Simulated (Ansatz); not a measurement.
Ansatz (a program for electronic structure) input (HF/3-21G): The .json file is the Basis Set Exchange's 3-21G.

Ansatz 0.2 input:
```yaml
crystal:
  periodic: [false, false, false]
  atoms:
    - {symbol: O, position_ang: [-2.14508695, 0.35696718, 0.42230057]}
    - {symbol: C, position_ang: [-0.96583704, 0.16072641, 0.19014312]}
    - {symbol: B, position_ang: [0.40436664, -0.06729127, -0.07960715]}
    - {symbol: F, position_ang: [1.25985389, 0.88641363, -0.64982471]}
    - {symbol: F, position_ang: [1.06613329, -1.27348469, 0.19191054]}
basis:
  gaussian:
    orbitals: 3-21G.json
hamiltonian:
  xc: {name: HF}
total_charge: -1
phonons: {temperatures: {t_min: 298.15, t_max: 298.15, t_step: 100}}
```

Output:

```
Functional definition: HF
integrals: 0.01 GiB planned
555 factors; integrals over basis functions are off by at most 1.3e-4 eV
mean field: 0.09 GiB planned
mean field evaluation 1: about -9100.9811 eV, gradient 2.4e1 eV
mean field evaluation 2: about -9101.2612 eV, gradient 2.4e1 eV
mean field evaluation 4: about -9102.9035 eV, gradient 3.6e0 eV
mean field evaluation 8: about -9102.9434 eV, gradient 1.6e-1 eV
mean field -9102.94359139 eV, -334.5270067867 hartree, gradient 4.5e-5 eV, S^2 0.000000; 0 other end points of the search recorded, 0 dependent functions left out
the calculation of the forces begins
reference -9102.94359139 eV, -334.5270067867 hartree; 19, 19 occupied and 26, 26 virtual orbitals, 555 factors
these checks for a lower state are left out or cut short: stability, starts, cluster_reference, orbital_swaps, neighbouring_geometries, increment
integrals: 0.01 GiB planned
555 factors; integrals over basis functions are off by at most 1.3e-4 eV
mean field: 0.09 GiB planned
mean field evaluation 16: about -9102.9381 eV, gradient 1.6e0 eV
mean field -9102.94349990 eV, -334.5270034247 hartree, gradient 5.6e-6 eV, S^2 0.000000; 0 other end points of the search recorded, 0 dependent functions left out
the calculation of the forces begins
reference -9102.94349990 eV, -334.5270034247 hartree; 19, 19 occupied and 26, 26 virtual orbitals, 555 factors
these checks for a lower state are left out or cut short: stability, starts, cluster_reference, orbital_swaps, neighbouring_geometries, increment
integrals: 0.01 GiB planned
555 factors; integrals over basis functions are off by at most 1.3e-4 eV
mean field: 0.09 GiB planned
mean field -9102.94350068 eV, -334.5270034532 hartree, gradient 5.6e-6 eV, S^2 0.000000; 0 other end points of the search recorded, 0 dependent functions left out
the calculation of the forces begins
reference -9102.94350068 eV, -334.5270034532 hartree; 19, 19 occupied and 26, 26 virtual orbitals, 555 factors
these checks for a lower state are left out or cut short: stability, starts, cluster_reference, orbital_swaps, neighbouring_geometries, increment
integrals: 0.01 GiB planned
555 factors; integrals over basis functions are off by at most 1.3e-4 eV
mean field: 0.09 GiB planned
mean field evaluation 32: about -9102.5728 eV, gradient 1.6e0 eV
mean field -9102.94343565 eV, -334.5270010635 hartree, gradient 5.6e-6 eV, S^2 0.000000; 0 other end points of the search recorded, 0 dependent functions left out
the calculation of the forces begins
reference -9102.94343565 eV, -334.5270010635 hartree; 19, 19 occupied and 26, 26 virtual orbitals, 555 factors
these checks for a lower state are left out or cut short: stability, starts, cluster_reference, orbital_swaps, neighbouring_geometries, increment
integrals: 0.01 GiB planned
555 factors; integrals over basis functions are off by at most 1.3e-4 eV
mean field: 0.09 GiB planned
mean field -9102.94343534 eV, -334.5270010519 hartree, gradient 5.6e-6 eV, S^2 0.000000; 0 other end points of the search recorded, 0 dependent functions left out
the calculation of the forces begins
reference -9102.94343534 eV, -334.5270010519 hartree; 19, 19 occupied and 26, 26 virtual orbitals, 555 factors
these checks for a lower state are left out or cut short: stability, starts, cluster_reference, orbital_swaps, neighbouring_geometries, increment
integrals: 0.01 GiB planned
555 factors; integrals over basis functions are off by at most 1.3e-4 eV
mean field: 0.09 GiB planned
mean field -9102.94344716 eV, -334.5270014863 hartree, gradient 5.7e-6 eV, S^2 0.000000; 0 other end points of the search recorded, 0 dependent functions left out
the calculation of the forces begins
reference -9102.94344716 eV, -334.5270014863 hartree; 19, 19 occupied and 26, 26 virtual orbitals, 555 factors
these checks for a lower state are left out or cut short: stability, starts, cluster_reference, orbital_swaps, neighbouring_geometries, increment
integrals: 0.01 GiB planned
555 factors; integrals over basis functions are off by at most 1.3e-4 eV
mean field: 0.09 GiB planned
mean field evaluation 64: about -9102.9434 eV, gradient 2.0e-6 eV
mean field -9102.94344749 eV, -334.5270014984 hartree, gradient 5.7e-6 eV, S^2 0.000000; 0 other end points of the search recorded, 0 dependent functions left out
the calculation of the forces begins
reference -9102.94344749 eV, -334.5270014984 hartree; 19, 19 occupied and 26, 26 virtual orbitals, 555 factors
these checks for a lower state are left out or cut short: stability, starts, cluster_reference, orbital_swaps, neighbouring_geometries, increment
integrals: 0.01 GiB planned
555 factors; integrals over basis functions are off by at most 1.3e-4 eV
mean field: 0.09 GiB planned
mean field -9102.94350942 eV, -334.5270037744 hartree, gradient 5.6e-6 eV, S^2 0.000000; 0 other end points of the search recorded, 0 dependent functions left out
the calculation of the forces begins
reference -9102.94350942 eV, -334.5270037744 hartree; 19, 19 occupied and 26, 26 virtual orbitals, 555 factors
these checks for a lower state are left out or cut short: stability, starts, cluster_reference, orbital_swaps, neighbouring_geometries, increment
integrals: 0.01 GiB planned
555 factors; integrals over basis functions are off by at most 1.2e-4 eV
mean field: 0.09 GiB planned
mean field -9102.94350834 eV, -334.5270037347 hartree, gradient 5.6e-6 eV, S^2 0.000000; 0 other end points of the search recorded, 0 dependent functions left out
the calculation of the forces begins
reference -9102.94350834 eV, -334.5270037347 hartree; 19, 19 occupied and 26, 26 virtual orbitals, 555 factors
these checks for a lower state are left out or cut short: stability, starts, cluster_reference, orbital_swaps, neighbouring_geometries, increment
integrals: 0.01 GiB planned
555 factors; integrals over basis functions are off by at most 1.3e-4 eV
mean field: 0.09 GiB planned
mean field evaluation 96: about -9102.9436 eV, gradient 6.0e-6 eV
mean field -9102.94355940 eV, -334.5270056113 hartree, gradient 6.0e-6 eV, S^2 0.000000; 0 other end points of the search recorded, 0 dependent functions left out
the calculation of the forces begins
reference -9102.94355940 eV, -334.5270056113 hartree; 19, 19 occupied and 26, 26 virtual orbitals, 555 factors
these checks for a lower state are left out or cut short: stability, starts, cluster_reference, orbital_swaps, neighbouring_geometries, increment
integrals: 0.01 GiB planned
555 factors; integrals over basis functions are off by at most 1.3e-4 eV
mean field: 0.09 GiB planned
mean field -9102.94355923 eV, -334.5270056050 hartree, gradient 6.0e-6 eV, S^2 0.000000; 0 other end points of the search recorded, 0 dependent functions left out
the calculation of the forces begins
reference -9102.94355923 eV, -334.5270056050 hartree; 19, 19 occupied and 26, 26 virtual orbitals, 555 factors
Total energy: -9102.94359139 eV, -334.5270067867 hartree
Atom 0 at    -2.145087     0.356967     0.422301 Å, force    -0.000194     0.000032     0.000038 eV/Å
Atom 1 at    -0.965837     0.160726     0.190143 Å, force     0.000054    -0.000009    -0.000011 eV/Å
Atom 2 at     0.404367    -0.067291    -0.079607 Å, force     0.000056    -0.000009    -0.000011 eV/Å
Atom 3 at     1.259854     0.886414    -0.649825 Å, force     0.000052     0.000106    -0.000052 eV/Å
Atom 4 at     1.066133    -1.273485     0.191911 Å, force     0.000032    -0.000120     0.000036 eV/Å
Dipole moment:     0.285517    -0.047513    -0.056209 e Å
Vibrations: 219.10 227.52 429.59 433.80 659.91 756.43 1356.75 1380.57 2113.62 cm⁻¹, zero-point energy 0.469731 eV
```

The blocks after the first are displaced geometries, from whose forces the wavenumbers follow.

The dipole moment of an ion depends on the origin.
